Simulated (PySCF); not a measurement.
# Co(3+) (cobalt, charge +3) across methods

[Ar] 3d6, high-spin 5D determinant. Calculation: PySCF 2.14, in aug-cc-pVTZ with one added diffuse shell each of s, p, d, f, g type (9s8p6d4f3g, 118 functions); the non-relativistic Hamiltonian (point nucleus).

```tsv
method	E (hartree)	mean ε 3p β (eV)	mean ε 3d α (eV)	mean ε 3d β (eV)	Σ⟨r²⟩ (bohr²)	⟨S²⟩
PBE0	-1380.361	-103.75	-50.283	-45.725	13.04	6.001
UHF	-1379.45424	-113.17	-58.657	-52.426	12.88	6.003
r2SCAN	-1380.557	-101.05	-47.750	-43.227	13.02	6.002
LDA	-1377.939	-100.22	-47.459	-43.036	13.16	6.001
MN15	-1380.746	-104.85	-50.921	-46.609	13.12	6.001
BP86	-1380.740	-100.21	-47.207	-43.275	13.11	6.001
PBE	-1380.301	-100.07	-47.204	-43.101	13.14	6.001
PBEsol	-1379.079	-99.955	-47.183	-42.881	13.13	6.001
```
